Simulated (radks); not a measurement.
Results of a calculation; reference values are marked as such.
Spherical jellium clusters: N electrons in a uniform positive sphere of charge N and radius rs N^(1/3), rs = 2.15 bohr. Level of theory: non-relativistic Kohn-Sham, LDA (Slater exchange, Perdew-Wang correlation), spin-polarised, spherical densities (a radial shooting solver with Libxc functionals). Levels are named by radial order and angular momentum (1s, 1p, 1d, 2s, ...), and open shells are averaged over m.

N = 13, configuration 1s2 1p6 1d(up 5, down 0). This is the lowest configuration that the search found. Occupied and some empty levels:

| level | occupation | eigenvalue (eV) | <r> (bohr) |
|---|---|---|---|
| 1s up | 1 | -11.000 | 3.202 |
| 1s down | 1 | -10.288 | 3.085 |
| 1p up | 3 | -7.5778 | 4.042 |
| 1p down | 3 | -6.6203 | 4.012 |
| 1d up | 5 | -3.8048 | 4.873 |
| 2s up | 0 | -3.2535 | 4.997 |
| 1d down | 0 | -2.8184 | 4.989 |
| 2s down | 0 | -2.6618 | 5.213 |
| 2p up | 0 | -0.74764 | 8.028 |
| 2p down | 0 | -0.42202 | 9.094 |
| 1f up | 0 | -0.20973 | 6.552 |

Energy (eV): total -4.70527, kinetic 66.930, external -1031.9, Hartree 490.85, exchange-correlation -76.436, background 545.80.
